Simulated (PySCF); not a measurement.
Ge(H)2(F)(Et) (C₂H₇FGe), SMILES C[CH2][GeH2][F].

Geometry optimised at B3LYP-D3(BJ)/def2-SVP. The values are those of a single conformer.

Computed with PBE0/def2-TZVP in PySCF.

Isolated molecule, no solvent.

### Question
Estimate the frontier levels, gap, dipole moment and polarisability. (The exact figures need the calculation; the answer reports its results.)

### Answer

```
Property                                                                                                        Value
---------------------------------------------------------------------------------------------  ----------------------
highest occupied level                                                                                       -8.49 eV
lowest empty level                                                                                            0.33 eV
orbital gap                                                                                                   8.82 eV
dipole moment                                                                                                  2.47 D
quadrupole, principal values (traceless, Buckingham form, about the centre of nuclear charge)   -3.97, 1.34, 2.63 D·Å
mean static polarisability                                                                       54.2 bohr³ (8.04 Å³)
polarisability, principal values                                                               47.7, 51.8, 63.3 bohr³
```
